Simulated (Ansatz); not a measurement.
`[F][Nb]([F])([F])([F])[Cl]`. Total charge 0; spin multiplicity 1. Correlated methods include outer-core shells of Nb, which these sets cover unevenly. Nb takes the def2 core potential.

```xyz
6

F    -1.1193    1.4022   -0.5173
Nb    0.0312    0.0323    0.0004
F     0.9346    0.3034   -1.5731
F     0.2536    0.9256    1.5872
F     1.4334   -1.0772    0.5211
Cl   -1.5335   -1.5863   -0.0183
```

Question: Give the diagnostics of a CCSD(T)/def2-TZVPP run (frozen core, Ansatz). (Estimate.)

Answer: Ansatz gave: T1 = 0.0205, largest single amplitude 0.069, largest double 0.032, (T) share of the correlation energy 4.1 %, 12 CCSD cycles. The RHF solution is stable towards an unrestricted one. T1 lies over the customary mark of 0.02 for closed shells; compounds of d metals often pass it without a breakdown.
